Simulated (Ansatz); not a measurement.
```xyz
18

C     0.0000    0.0000    0.0000
C     1.1691    0.6750    0.0000
C     2.4249   -0.0500    0.0000
C     3.5940    0.6250    0.0000
C     4.8497   -0.1000    0.0000
C     5.7266    0.0688    1.0125
C     6.9823   -0.6562    1.0125
C     7.8592   -0.4875    2.0250
H     0.0000   -1.0900    0.0000
H    -0.9440    0.5450    0.0000
H     1.1691    1.7650    0.0000
H     2.4249   -1.1400    0.0000
H     3.5940    1.7150    0.0000
H     5.0857   -0.7812   -0.8175
H     5.4906    0.7500    1.8300
H     7.2183   -1.3375    0.1950
H     7.6232    0.1938    2.8425
H     8.8032   -1.0325    2.0250
```

Basis set: def2-TZVP. Charge 0. Computed with Ansatz (development build ahead of 0.2.0); the lowest solution found for each multiplicity.

Task: How do the multiplicities compare at this shape? Give, from the lowest of each method, PBE0 (restricted) for 1, 3; PBE0 (unrestricted) for 1, 3.

Result:

```json
{"method": "PBE0, restricted", "multiplicity": "1", "E (eV)": "0.000", "<S²>": "0.00"}
{"method": "PBE0, restricted", "multiplicity": "3", "E (eV)": "2.901", "<S²>": "2.00"}
{"method": "PBE0, unrestricted", "multiplicity": "1", "E (eV)": "0.000", "<S²>": "0.00"}
{"method": "PBE0, unrestricted", "multiplicity": "3", "E (eV)": "2.777", "<S²>": "2.04"}
```
